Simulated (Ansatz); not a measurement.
CH8OSSi2 can be A, `O[SiH2]SC[SiH3]`, or B, `[SiH3]OC[SiH2]S`.

Isolated molecules relaxed with PBE0-D4/def2-TZVP in Ansatz; ΔE leaves out vibrations. CBS: MP2 limit from def2 TZ/QZ plus the TZ coupled-cluster correction, frozen cores. Functionals use def2-TZVPP. B3LYP here is the variant with VWN-RPA as its local correlation; programs differ in this. Each species was taken in one conformer, which may not be the lowest.

Which is lower in electronic energy at CCSD(T)/CBS, and by how much? (Best estimate.)

Ansatz gave: A, by 57.6 kJ/mol.

Give E(B) − E(A) in kJ/mol with MP2/def2-TZVPP, PBE0-D4, PBE-D4, B3LYP, ωB97M-V, B2PLYP, CCSD/def2-TZVPP. (Estimate.)

The calculation gave: MP2/def2-TZVPP 59.7, PBE0-D4 56.4, PBE-D4 56.5, B3LYP 44.2, ωB97M-V 53.1, B2PLYP 49.4, CCSD/def2-TZVPP 49.0. None reverses the order clearly.

Largest T1 diagnostic: 0.012.

In def2-TZVPP, CCSD(T) changes the Hartree–Fock value by +15.5 kJ/mol (the triples alone add +3.0 kJ/mol) and MP2 by +23.1 kJ/mol. The D4 term adds +4.7 kJ/mol with B3LYP and +2.2 kJ/mol with PBE0; it sums over pairs of atoms, weighted by their polarisabilities, and B3LYP, whose exchange is more repulsive, gets the larger term.
